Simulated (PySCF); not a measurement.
# SnBr: frontier orbitals

BHandHLYP at R = 2.544 Å; PySCF, scalar-relativistic core potentials, basis sets Sn def2-SVP with ECP28, Br def2-SVP. State: ²Π (doublet), unpaired electrons π ↑. Only the outer orbitals are listed, counted within each symmetry, core potentials removing the inner ones.

```tsv
spin	orbital	occ.	ε (eV)	on Sn (%)	main shells (%)
α	10σ	1	-22.79	5	94 Br s
α	11σ	1	-14.10	79	78 Sn s, 18 Br p
α	6π	1	-9.38	10	90 Br p, 9 Sn p
α	12σ	1	-9.33	39	60 Br p, 22 Sn p, 16 Sn s
α	6π	1	-9.23	7	93 Br p
α	7π	1	-5.70	91	90 Sn p, 9 Br p
α	7π	0	-2.35	94	94 Sn p
α	13σ	0	0.00	88	84 Sn p, 15 Br p
α	14σ	0	4.51	103	98 Sn s
β	10σ	1	-22.71	5	95 Br s
β	11σ	1	-13.32	72	71 Sn s, 24 Br p
β	6π	1	-9.22	7	93 Br p
β	12σ	1	-9.06	45	55 Br p, 23 Sn s, 21 Sn p
β	6π	1	-9.05	5	95 Br p
β	7π	0	-2.16	94	94 Sn p
β	7π	0	-1.40	95	95 Sn p
β	13σ	0	0.20	89	84 Sn p, 14 Br p
```

Problem. Which are the highest filled and the lowest empty level, where do they sit, and how wide is the gap?

Solution. Highest filled α 7π at -5.70 eV (in %: 90 Sn p, 9 Br p); lowest empty α 7π at -2.35 eV (in %: 94 Sn p); the gap at BHandHLYP is 3.35 eV. Both belong to one degenerate shell, split only by its one-sided filling, so this is no excitation gap.

```json
{"bond order (Mayer)": "1.04", "⟨S²⟩": "0.754", "charge on Sn (Mulliken, basis-dependent)": "0.36", "charge on Sn (Löwdin, basis-dependent)": "0.18", "dipole moment (positive dipole means Sn(−)Br(+))": "-2.85 D"}
```

Shares are Mulliken populations and can fall outside 0 to 100 %.

Spin–orbit coupling is left out. The state was picked by a PBE0 search and need not be the measured ground state.
